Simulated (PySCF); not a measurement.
bromine (Br2), singlet, geometry from GFN2-xTB. Base run: B3LYP/6-31G, TDDFT in PySCF.

Here is a job for PySCF.
```python
from pyscf import gto, scf, dft, tdscf

mol = gto.M(
    atom='''
Br   -0.00000000   -0.00000000   -1.14058940
Br    0.00000000    0.00000000    1.14058940
''',
    basis='6-31g',
    verbose=4,
)

mf = dft.RKS(mol)
mf.xc = 'b3lyp'
mf.kernel()
td = mf.TDDFT()
td.nstates = 5
td.kernel()
td.analyze()
```

The base run was repeated with changes; each row names its change, and settings that it needs were set with it.

```json
[
 {"change": "base", "first excitation (eV)": "2.71", "oscillator strength of the first": "0.000", "second (eV)": "2.71", "core-seconds (rough)": "20"},
 {"change": "functional = lc_wpbe", "first excitation (eV)": "2.93", "oscillator strength of the first": "0.000", "second (eV)": "2.93", "core-seconds (rough)": "40"},
 {"change": "functional = camb3lyp", "first excitation (eV)": "2.78", "oscillator strength of the first": "0.000", "second (eV)": "2.78", "core-seconds (rough)": "40"},
 {"change": "basis = def2-SVP", "first excitation (eV)": "2.80", "oscillator strength of the first": "0.000", "second (eV)": "2.80", "core-seconds (rough)": "30"},
 {"change": "functional = pbe0", "first excitation (eV)": "2.79", "oscillator strength of the first": "0.000", "second (eV)": "2.79", "core-seconds (rough)": "20"},
 {"change": "functional = m062x", "first excitation (eV)": "2.73", "oscillator strength of the first": "0.000", "second (eV)": "2.73", "core-seconds (rough)": "40"},
 {"change": "functional = hf", "first excitation (eV)": "___", "oscillator strength of the first": "0.000", "second (eV)": "___", "core-seconds (rough)": "5"},
 {"change": "conv_tol = 1e-3", "first excitation (eV)": "2.71", "oscillator strength of the first": "0.000", "second (eV)": "2.71", "core-seconds (rough)": "10"},
 {"change": "states = triplets; response = Tamm-Dancoff", "first excitation (eV)": "___", "oscillator strength of the first": "-", "second (eV)": "___", "core-seconds (rough)": "6"},
 {"change": "nstates = 15", "first excitation (eV)": "2.71", "oscillator strength of the first": "0.000", "second (eV)": "2.71", "core-seconds (rough)": "20"},
 {"change": "functional = pbe", "first excitation (eV)": "___", "oscillator strength of the first": "0.000", "second (eV)": "___", "core-seconds (rough)": "7"}
]
```

Question: Some entries are withheld; supply them.

Answer: 
- functional = hf, first excitation (eV): 3.22
- functional = hf, second (eV): 3.22
- states = triplets; response = Tamm-Dancoff, first excitation (eV): 1.97
- states = triplets; response = Tamm-Dancoff, second (eV): 1.97
- functional = pbe, first excitation (eV): 2.63
- functional = pbe, second (eV): 2.63

An iterative solver can miss low states, so a row lists the states that it found.
